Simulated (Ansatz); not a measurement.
A nudged elastic band was laid between two geometries of C₂H₆ClFSi (11 atoms, charge 0, multiplicity 1).

All numbers below come from RKS r2SCANh-D4/6-31G (Ansatz 0.2.0).

```json
{
  "movable images": "9",
  "climbing image": "yes",
  "spring": "5.0 eV/Å²",
  "optimiser": "quadratic models (default)",
  "start path": "through a guess of the saddle point",
  "force threshold": "0.05 eV/Å",
  "iteration limit": "53",
  "end points": "relaxed"
}
```

Image 0:

```xyz
11
Properties=species:S:1:pos:R:3
F -0.119 0.311 1.943
C 0.740 -0.372 1.050
Cl 1.288 -1.948 1.930
C 0.021 -0.678 -0.224
Si -0.725 0.927 -1.004
H 1.652 0.212 0.944
H 0.711 -1.140 -0.935
H -0.789 -1.388 -0.032
H -1.989 1.320 -0.310
H 0.280 2.036 -0.889
H -1.006 0.662 -2.453
```

Image 10:

```xyz
11
Properties=species:S:1:pos:R:3
F 0.574 -1.820 1.802
C 0.365 -0.549 1.224
Cl 2.009 0.365 1.312
C -0.092 -0.694 -0.194
Si -0.446 0.974 -1.092
H -0.300 0.013 1.877
H 0.652 -1.266 -0.758
H -1.018 -1.284 -0.181
H -1.130 1.905 -0.133
H 0.815 1.602 -1.590
H -1.363 0.697 -2.246
```

(1) Which bonds break or form, and what moves?

(2) Give the energies along the band, and the barrier.

(3) What is the geometry of the highest image?

(4) What are the harmonic wavenumbers there?

## Answers

(1) No bond is made or broken. The dihedral Cl3–C2–C4–H7 goes from -66 to 60°.

(2) It converged. The highest image is number 5 of 0 to 10, 0.238 eV above the first end and 0.191 eV above the last; the last end lies 0.047 eV above the first. A vibrational analysis at the climbing image gives one clearly imaginary mode, 92i cm⁻¹: a first-order saddle point. Limits of this set-up: no polarisation functions.

```tsv
image	path coordinate (Å)	energy (eV)	dihedral Cl3–C2–C4–H7 (°)
0	0.00	0.000	-66
1	0.56	0.013	-60
2	1.12	0.051	-49
3	1.68	0.123	-33
4	2.24	0.203	-16
5	2.80	0.238	2
6	3.33	0.207	19
7	3.87	0.137	35
8	4.40	0.078	49
9	4.93	0.055	57
10	5.47	0.047	60
```

(3) 
```xyz
11
Properties=species:S:1:pos:R:3
F -0.283 -0.946 2.224
C 0.513 -0.397 1.199
Cl 2.219 -1.196 1.338
C -0.113 -0.662 -0.153
Si -0.538 0.941 -1.135
H 0.703 0.643 1.461
H 0.535 -1.289 -0.770
H -1.034 -1.230 0.020
H -1.481 1.789 -0.334
H 0.718 1.721 -1.391
H -1.174 0.568 -2.438
```

(4) 92i, 97, 185, 305, 352, 424, 493, 588, 659, 773, 862, 888, 930, 939, 1009, 1109, 1227, 1261, 1321, 1379, 1505, 2187, 2208, 2219, 3107, 3169, 3175 cm⁻¹.

Run time: 3.2 min on 1 thread of AMD EPYC 9B45 (Zen 5), on a shared host, peak memory 0.2 GiB.
